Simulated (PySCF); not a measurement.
# Simulated absorption spectrum

C6H11N.
Z-matrix (Å and degrees, GFN2-xTB geometry), rows numbered from 1:
```
C 
C   1  1.5358
C   2  1.5398  1   89.56
N   3  1.4370  2  114.34  1   127.18
C   4  1.4399  3  118.19  2    93.96
C   4  1.4399  3  118.14  2   165.18
C   1  1.5357  2   89.59  3   -10.70
H   1  1.0880  2  112.91  3   104.09
H   1  1.0873  2  115.78  3  -129.35
H   2  1.0870  1  113.08  3   112.95
H   2  1.0877  1  116.43  3  -119.08
H   3  1.1032  2  112.43  1  -103.41
H   5  1.0857  4  118.64  6  -107.32
H   5  1.0808  4  115.43  6   110.88
H   6  1.0858  4  118.64  5   107.27
H   6  1.0808  4  115.48  5  -110.85
H   7  1.0877  1  116.45  2   129.77
H   7  1.0869  1  113.07  2  -102.22
```

Method: TDDFT CAM-B3LYP/def2-SVPD, vertical, gas phase, core orbitals frozen in the response (PySCF).

Broadening: Gaussians 0.25 eV wide at half height, area fixed by f = 4.319×10⁻⁹ ∫ε dν̃. The width is an assumption, not a result. The curve ends short of the highest state used, and states not computed would add to its high-energy end.

(λ (nm), ε (L mol⁻¹ cm⁻¹)): (158.8, 1131), (159.6, 587), (160.3, 327), (161.1, 225), (161.9, 293), (162.7, 514), (163.5, 885), (164.2, 1318), (165.0, 1901), (165.8, 2523), (166.6, 3143), (167.4, 3742), (168.1, 4235), (168.9, 4723), (169.7, 5044), (170.5, 5090), (171.3, 4798), (172.0, 4280), (172.8, 3491), (173.6, 2647), (174.4, 1906), (175.2, 1384), (175.9, 1158), (176.7, 1177), (177.5, 1477), (178.3, 2002), (179.1, 2655), (179.8, 3231), (180.6, 3764), (181.4, 4049), (182.2, 4023), (183.0, 3695), (183.7, 3222), (184.5, 2568), (185.3, 1902), (186.1, 1313), (186.9, 845), (187.6, 544), (188.4, 309), (189.2, 165), (190.0, 82), (190.8, 39), (191.5, 19), (192.3, 8)

Problem. Where are the band maxima, and which computed states make them?

Solution. 182 nm (6.82 eV), ε about 4100, made up of S1 (100%); 170 nm (7.28 eV), ε about 5100, made up of S3 (85%) and S4 (15%) (ε in L mol⁻¹ cm⁻¹; maxima over ε = 5, shares over 10%). At its high-energy end, 7.81 eV, the curve is still rising (ε about 1200, from S5). The states used: S1 6.82 eV (f 0.038); S2 7.11 eV (f 0.0012); S3 7.26 eV (f 0.041); S4 7.44 eV (f 0.020); S5 7.98 eV (f 0.041); S6 8.27 eV (f 0.019); S7 8.34 eV (f 0.018); S8 8.41 eV (f 0.0062).

Problem. What would ε be at 7.28 eV, the highest of these maxima, with half the width (0.125 eV)?

Solution. About 8250 L mol⁻¹ cm⁻¹ against 5110, a factor of about 1.6; a lone state at its own centre would give exactly 2.

Problem. Coming from long wavelengths, where does ε first pass 100 L mol⁻¹ cm⁻¹?

Solution. At about 190 nm (6.53 eV), 0.29 eV below S1.

The run took 47 s on one thread, Arm Neoverse V1, shared host.

One conformer stands for the species.
